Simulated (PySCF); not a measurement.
Species: C₆H₆F₃N₃.
Cartesian coordinates in Å at the GFN2-xTB level; atoms count from 1:
```xyz
18
C6H6F3N3 angstrom
C      3.4135    0.4852    0.5104
C      2.5413   -0.5093    0.4959
N      1.1898   -0.3186    0.2427
N      0.3388   -1.3255    0.2335
C     -0.8419   -0.7947   -0.0361
C     -2.0994   -1.5652   -0.1456
C     -0.6337    0.5954   -0.1872
C     -1.6419    1.6407   -0.4964
F     -1.1291    2.8680   -0.5805
F     -2.2710    1.3975   -1.6641
F     -2.6157    1.6849    0.4355
N      0.6540    0.8514   -0.0037
H      4.4535    0.3068    0.7095
H      3.1002    1.4972    0.3227
H      2.7810   -1.5460    0.6746
H     -1.8953   -2.6157    0.0366
H     -2.5271   -1.4429   -1.1397
H     -2.8259   -1.2028    0.5802
```

Computed at PBE0/pcSseg-1 (PySCF, non-relativistic), with Q(14N) = 0.02044 b: N3, 14N (I = 1): χzz = -3.200 MHz, η = 0.606; N4, 14N (I = 1): χzz = -5.013 MHz, η = 0.462; N12, 14N (I = 1): χzz = -5.187 MHz, η = 0.359.

(1) Where would the pure quadrupole (NQR) lines of 14N at N3 fall for the rigid, isolated species?

(2) Find the zero-field quadrupole resonance frequencies of 14N at N4.

(3) Find the zero-field quadrupole resonance frequencies of 14N at N12.

## Answers

(1) From ν± = (3/4)|χ|(1 ± η/3) and ν0 = |χ|η/2: ν+ 2.885 MHz, ν− 1.915 MHz, ν0 0.970 MHz (pyrrole-type nitrogen).

(2) From ν± = (3/4)|χ|(1 ± η/3) and ν0 = |χ|η/2: ν+ 4.339 MHz, ν− 3.181 MHz, ν0 1.158 MHz (pyridine-type nitrogen).

(3) From ν± = (3/4)|χ|(1 ± η/3) and ν0 = |χ|η/2: ν+ 4.356 MHz, ν− 3.425 MHz, ν0 0.931 MHz (pyridine-type nitrogen).

In a crystal, neighbours and librations shift these lines. GFN2-xTB bond lengths can be off by several hundredths of an ångström, more for odd bonds, and the gradients follow them. With a basis this small, the couplings can be 20 % off.

One conformer stands for the species.
